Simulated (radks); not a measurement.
Dynamic dipole polarisability and lines of the cadmium ion Cd20+, [Ar] 3d10. Calculated with a radial shooting solver on a logarithmic mesh with Libxc functionals: scalar-relativistic Kohn-Sham, exchange-only LDA, spin-polarised, spherical densities, finite nucleus; Fermi nuclear charge, rms radius of each element as measured or else 0.836 A^(1/3) + 0.57 fm. Time-dependent linear response with the Hartree and adiabatic exchange-only LDA kernel, continuum included through the Sternheimer equations, no spin-orbit coupling, so fine structure and intercombination lines are absent. Lines are the poles of the dipole polarisability below minus the highest occupied eigenvalue, found on a grid refined at the orbital gaps; the lowest seven at most are given, and weak or close lines can be missed. The first line takes the name of the lowest orbital gap if no other gap lies below it; otherwise a line is named after a gap within 0.6 % of it, if that gap stands alone.

photon energy (eV),alpha (bohr^3)
0,0.02412
15.278,0.02413
76.392,0.02448
137.51,0.02517
198.62,0.02935
259.73,0.02928
320.85,0.03368
381.96,0.04481
443.08,0.02540
504.19,0.06216
565.30,0.4322
626.42,-0.01739
687.53,0.1184
748.64,0.01355
809.76,0.01701
870.87,0.2149

Lines (eV, oscillator strength): 420.80 (2.946 nm, 3d-4p), f = 0.457; 572.80 (2.165 nm, unassigned), f = 4.73; 635.63 (1.951 nm, 3d-5p), f = 0.0652; 695.31 (1.783 nm, unassigned), f = 1.07; 704.36 (1.760 nm, unassigned), f = 1.63; 755.22 (1.642 nm, unassigned), f = 0.406. Higher lines, where found, are left out when the end of the mesh affects them. Those listed give 72 % of the static polarisability (sum of f/w^2). Orbital energy gaps for comparison: 3d-4p 417.66 eV; 3d-4f 559.88 eV; 3p-4s 574.51 eV; 3d-5p 634.45 eV; 3p-4d 692.95 eV.
